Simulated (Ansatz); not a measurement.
Program: Ansatz. Geometries: PBE0-D4/def2-TZVP. ΔE: electronic, gas phase. CCSD(T)/CBS is the MP2 limit (def2-TZVPP, def2-QZVPP) plus CCSD(T) − MP2 in def2-TZVPP, frozen cores. This one scheme is used for every species. Each species was taken in one conformer, which may not be the lowest.

`OB/C=N/CS` + CH₃OH → `COBO` + `C=NCS`  (ligand exchange at a B–C bond)

```json
{"level": "SCS-MP2/def2-QZVPP", "ΔE (eV)": "-1.34"}
{"level": "HF/CBS(def2)", "ΔE (eV)": "-1.45"}
```

Problem. What does CCSD(T)/CBS give? (Best estimate.)

Solution. Ansatz gave: -1.32 eV. The listed levels differ from it by -0.02, -0.13 eV.

Largest T1 diagnostic among the species: 0.013.

In def2-TZVPP, CCSD(T) changes the Hartree–Fock value by +0.10 eV (the triples alone add +0.01 eV) and MP2 by +0.09 eV.
